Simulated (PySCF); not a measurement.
How methods differ on the excitation energy of Ni

Ni [Ar] 3d8 4s2 (3F) → Ni [Ar] 3d8 4s1 5s1 (5F), as a difference of total energies. All numbers are calculated (PySCF 2.14, the spin-free X2C one-electron Hamiltonian (Gaussian nucleus), in x2c-QZVPPall with one added diffuse shell each of s, p, d, f, g type (12s8p7d5f3g, 133 functions)). Correlated levels: valence: [Ar] frozen; valence and next inner shell: [Ne] frozen. The calculations carry no spin-orbit coupling.

| method | excitation energy (eV) |
| --- | --- |
| UHF | 4.633 |
| LDA | 6.234 |
| PBE | 5.922 |
| PBE0 | 5.701 |
| r2SCAN | 5.866 |
| PBEsol | 5.913 |
| PW91 | 5.953 |
| B3LYP | 6.094 |
| MP2 (valence) | 5.796 |
| SCS-MP2 (valence) | 5.953 |
| MP2 (valence and next inner shell) | 5.868 |
| SCS-MP2 (valence and next inner shell) | 5.972 |

**Question.** How much does correlation contribute at MP2 (valence and next inner shell)?

**Answer.** 5.868 − (4.633) = 1.235 eV, measured against UHF.

The promoted electron is Rydberg-like, and one or two diffuse shells describe it only roughly, which tends to raise the upper state.
